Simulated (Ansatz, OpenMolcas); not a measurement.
CH2BrCl (bromochloromethane): from total energies to a heat of formation

CH2BrCl has 5 atoms, charge 0, and is taken as a singlet. As SMILES, `ClCBr`. The shape is that of a PBE0-D4/def2-TZVP optimisation.

```csv
atom,x (Å),y (Å),z (Å)
Cl,-1.6152,0.1586,0.5189
C,0.0005,0.0493,-0.1586
Br,1.3124,-0.6021,1.0980
H,0.3181,1.0396,-0.4668
H,-0.0159,-0.6454,-0.9915
```

Total energies at revPBE/def2-SVPD (OpenMolcas 26.06); the atoms run unrestricted:

| species | state | energy (Eh) |
| --- | --- | --- |
| CH2BrCl | singlet | -3072.868637 |
| Cl | doublet | -459.914571 |
| C | triplet | -37.801944 |
| Br | doublet | -2573.581722 |
| H | doublet | -0.503193 |

Harmonic wavenumbers at PBE0-D4/def2-TZVP, in cm⁻¹: 228, 627, 763, 858, 1154, 1252, 1449, 3138, 3220.

Measured heats of formation of the gaseous atoms at 298.15 K, in kJ/mol: Cl 121.3, C 716.9, Br 111.9, H 218.0. Spin-orbit lowering of the atoms at 298 K (mean of the ground term's levels less their thermal mean, from spectra), in kJ/mol: Cl 3.44, C 0.02, Br 14.69. Take 1 Eh = 2625.50 kJ/mol, 1 cm⁻¹ = 0.0119627 kJ/mol, RT = 2.479 kJ/mol.

Work out the heat of formation of the gas at 298 K.


1. Electronic atomisation energy: (-459.914571) + (-37.801944) + (-2573.581722) + 2 × (-0.503193) − (-3072.868637) = 0.564014 Eh = 1480.8 kJ/mol.
2. Zero-point energy: half the sum of the wavenumbers, 6344.5 cm⁻¹ = 75.9 kJ/mol.
3. Thermal vibrational enthalpy, Σ hcν̃/(exp(hcν̃/kT) − 1): 2.2 kJ/mol. Translation, rotation and pV of a non-linear molecule: 4 RT = 9.9 kJ/mol.
4. The 5 free atoms carry 5/2 RT each: 31.0 kJ/mol.
5. Spin-orbit coupling lowers the free atoms by 3.44 + 0.02 + 14.69 = 18.1 kJ/mol.
6. Atomisation enthalpy at 298 K: 1480.8 − 18.1 − 75.9 − 2.2 − 9.9 + 31.0 = 1405.7 kJ/mol.
7. Sum of the atoms' heats of formation: 1386.1 kJ/mol. Heat of formation: 1386.1 − 1405.7 = -19.6 kJ/mol.

The tabulated value is -44.7 kJ/mol (Active Thermochemical Tables), so this level is off by +25.1 kJ/mol, or 1.8 % of the atomisation enthalpy. Relativity is left out. Anharmonicity and any spin-orbit splitting of the molecule are left out.
